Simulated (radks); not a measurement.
The numbers below are computed, except where a source is named.
Charge is removed step by step from the 1s1/2 level of neutral chromium, starting from [Ar] 3d5 4s1. Code: a radial shooting solver on a logarithmic mesh with Libxc functionals. Model: Dirac Kohn-Sham, PBE, spin-unpolarised, spherical densities, finite nucleus; open shells fill j = l - 1/2 first; Fermi nuclear charge, rms radius 3.6452 fm.

removed (e)  E - E(0) (eV)  eigenvalue (eV)  E minus straight line (eV)
0                    0.000          -5879.7                       0.000
0.125               737.15          -5914.7                     -15.301
0.25                1478.7          -5949.7                     -26.230
0.375               2224.6          -5984.7                     -32.783
0.5                 2974.9          -6019.7                     -34.959
0.625               3729.5          -6054.7                     -32.760
0.75                4488.5          -6089.6                     -26.192
0.875               5251.9          -6124.4                     -15.267
1                   6019.6          -6159.1                       0.000

Removing the whole electron costs 6019.6 eV by Delta-SCF, against 5879.7 eV from minus the eigenvalue at the starting occupation. Slater's transition state (half an electron removed) gives 6019.7 eV. Integrating minus the eigenvalue over the occupation (Janak's theorem) gives 6019.6 eV. The mean slope of the eigenvalue, de/dn, is 279 eV per electron.
